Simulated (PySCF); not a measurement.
SMILES FC(F)(F)CCC(C)C (C₆H₁₁F₃), GFN2-xTB optimised geometry.

```
20

C     -1.86    -2.66     2.45
C     -2.18    -1.18     2.37
C     -3.69    -0.97     2.33
C     -1.55    -0.52     1.13
C     -0.02    -0.53     1.17
C      0.55     0.25     0.00
F      1.89     0.25     0.00
F      0.17     1.54     0.00
F      0.17    -0.25    -1.19
H     -2.38    -3.12     3.28
H     -2.17    -3.17     1.54
H     -0.79    -2.83     2.59
H     -1.79    -0.68     3.26
H     -4.12    -1.46     1.45
H     -4.16    -1.40     3.21
H     -3.94     0.09     2.28
H     -1.89    -1.04     0.23
H     -1.89     0.51     1.07
H      0.38    -1.54     1.11
H      0.35    -0.05     2.08
```

Density from PySCF with CAM-B3LYP/def2-SVP at that geometry.

Minimum of the electron density along straight lines between bonded atoms, close to the bond critical point (lines longer than 1.1 times the sum of covalent radii, or with two minima, are not listed):

```json
[
 {"bond": "C1–C2", "length / Å": "1.527", "ρ at the minimum / e bohr⁻³": "0.247", "∇²ρ there / e bohr⁻⁵": "-0.57", "position (fraction from the first atom)": "0.50"},
 {"bond": "C2–C3", "length / Å": "1.527", "ρ at the minimum / e bohr⁻³": "0.246", "∇²ρ there / e bohr⁻⁵": "-0.57", "position (fraction from the first atom)": "0.50"},
 {"bond": "C2–C4", "length / Å": "1.533", "ρ at the minimum / e bohr⁻³": "0.245", "∇²ρ there / e bohr⁻⁵": "-0.57", "position (fraction from the first atom)": "0.49"},
 {"bond": "C4–C5", "length / Å": "1.530", "ρ at the minimum / e bohr⁻³": "0.243", "∇²ρ there / e bohr⁻⁵": "-0.56", "position (fraction from the first atom)": "0.49"},
 {"bond": "C5–C6", "length / Å": "1.513", "ρ at the minimum / e bohr⁻³": "0.267", "∇²ρ there / e bohr⁻⁵": "-0.69", "position (fraction from the first atom)": "0.46"},
 {"bond": "C6–F7", "length / Å": "1.345", "ρ at the minimum / e bohr⁻³": "0.273", "∇²ρ there / e bohr⁻⁵": "-0.24", "position (fraction from the first atom)": "0.34"},
 {"bond": "C6–F8", "length / Å": "1.342", "ρ at the minimum / e bohr⁻³": "0.274", "∇²ρ there / e bohr⁻⁵": "-0.21", "position (fraction from the first atom)": "0.34"},
 {"bond": "C6–F9", "length / Å": "1.342", "ρ at the minimum / e bohr⁻³": "0.274", "∇²ρ there / e bohr⁻⁵": "-0.21", "position (fraction from the first atom)": "0.34"},
 {"bond": "C1–H10", "length / Å": "1.087", "ρ at the minimum / e bohr⁻³": "0.277", "∇²ρ there / e bohr⁻⁵": "-1.02", "position (fraction from the first atom)": "0.63"},
 {"bond": "C1–H11", "length / Å": "1.088", "ρ at the minimum / e bohr⁻³": "0.276", "∇²ρ there / e bohr⁻⁵": "-1.02", "position (fraction from the first atom)": "0.63"},
 {"bond": "C1–H12", "length / Å": "1.087", "ρ at the minimum / e bohr⁻³": "0.277", "∇²ρ there / e bohr⁻⁵": "-1.02", "position (fraction from the first atom)": "0.62"},
 {"bond": "C2–H13", "length / Å": "1.096", "ρ at the minimum / e bohr⁻³": "0.276", "∇²ρ there / e bohr⁻⁵": "-1.00", "position (fraction from the first atom)": "0.62"},
 {"bond": "C3–H14", "length / Å": "1.088", "ρ at the minimum / e bohr⁻³": "0.276", "∇²ρ there / e bohr⁻⁵": "-1.02", "position (fraction from the first atom)": "0.63"},
 {"bond": "C3–H15", "length / Å": "1.087", "ρ at the minimum / e bohr⁻³": "0.277", "∇²ρ there / e bohr⁻⁵": "-1.03", "position (fraction from the first atom)": "0.63"},
 {"bond": "C3–H16", "length / Å": "1.087", "ρ at the minimum / e bohr⁻³": "0.277", "∇²ρ there / e bohr⁻⁵": "-1.02", "position (fraction from the first atom)": "0.63"},
 {"bond": "C4–H17", "length / Å": "1.092", "ρ at the minimum / e bohr⁻³": "0.277", "∇²ρ there / e bohr⁻⁵": "-1.02", "position (fraction from the first atom)": "0.63"},
 {"bond": "C4–H18", "length / Å": "1.093", "ρ at the minimum / e bohr⁻³": "0.278", "∇²ρ there / e bohr⁻⁵": "-1.03", "position (fraction from the first atom)": "0.63"},
 {"bond": "C5–H19", "length / Å": "1.091", "ρ at the minimum / e bohr⁻³": "0.278", "∇²ρ there / e bohr⁻⁵": "-1.04", "position (fraction from the first atom)": "0.63"},
 {"bond": "C5–H20", "length / Å": "1.092", "ρ at the minimum / e bohr⁻³": "0.277", "∇²ρ there / e bohr⁻⁵": "-1.03", "position (fraction from the first atom)": "0.63"}
]
```
